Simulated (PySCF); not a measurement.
Compound: C₃H₉GeNSi.
Cartesian coordinates in Å at the PBE0-D3(BJ)/def2-SVP level; atoms count from 1:
```
atom  x, y, z in Å
N1     3.3331   -0.5742    0.7075
C2     2.2877   -0.7665    0.2497
C3     0.9549   -0.9922   -0.3026
C4    -0.1434   -0.1530    0.3759
Si5   -1.8611   -0.6442   -0.2439
Ge6    0.1463    1.7954    0.1905
H7     0.9977   -0.7830   -1.3856
H8     0.7404   -2.0718   -0.2118
H9    -0.1339   -0.3569    1.4614
H10   -2.0752   -2.1116   -0.0404
H11   -2.9088    0.1180    0.4971
H12   -1.9793   -0.3495   -1.7058
H13    0.1251    2.1501   -1.3091
H14    1.5008    2.1899    0.7977
H15   -0.9958    2.5331    0.9096
```

Computed with TDDFT CAM-B3LYP/def2-SVPD, vertical, gas phase, core orbitals frozen in the response in PySCF. The CAM-B3LYP/def2-SVPD calculation is non-relativistic and has no spin–orbit coupling, an omission that weighs most on germanium.

Ground-to-excited transition dipoles (e·a0, same axes as the geometry; the sign carries no meaning), for the states with f of 0.002 or more among the lowest 8:

```csv
state,E (hartree),μx,μy,μz
S1,0.2760,0.216,0.214,0.038
S2,0.2823,-0.207,-0.182,-0.025
S3,0.2904,-0.260,-0.027,-0.025
S5,0.3021,-0.454,-0.846,-0.089
S6,0.3057,-0.080,0.049,0.042
S7,0.3073,-0.278,-0.381,-0.142
S8,0.3125,0.116,0.195,0.041
```

(1) What oscillator strength does each state have?

(2) Which bond between heavy atoms lies closest to the direction of the S5 transition dipole?

(3) What angle do the transition dipoles of S2 and S5 make?

(4) How is the summed strength of these states shared among x, y and z?

(5) What peak molar absorption coefficient would the strongest computed level give as a lone Gaussian band 0.5 eV wide at half height?

Answers

(1) f = (2/3) ΔE |μ|² with ΔE in hartree (27.2114 eV).

```csv
state,|μ|² (au),|μ| (D),f
S1,0.094,0.78,0.017
S2,0.076,0.70,0.014
S3,0.069,0.67,0.013
S5,0.929,2.45,0.187
S6,0.010,0.26,0.002
S7,0.242,1.25,0.050
S8,0.053,0.59,0.011
```

(2) C4–Ge6, at 22° from it; next C4–Si5 at 47°.

(3) |cos θ| = |μa·μb| / (|μa| |μb|) = 0.94, so θ ≈ 20° (taken between 0 and 90°, since the signs are arbitrary).

(4) (2/3) Σ ΔE μα² gives 0.091 for x, 0.197 for y and 0.007 for z, 0.295 in all.

(5) ε(max) = 2.175×10⁸ f / FWHM, with the width in cm⁻¹. S5: 2.175×10⁸ × 0.1872 / 4033 ≈ 10000 L mol⁻¹ cm⁻¹.

The vertical ionisation energy (ΔSCF) is 10.65 eV, 2.15 eV above S8.

One conformer stands for the species.
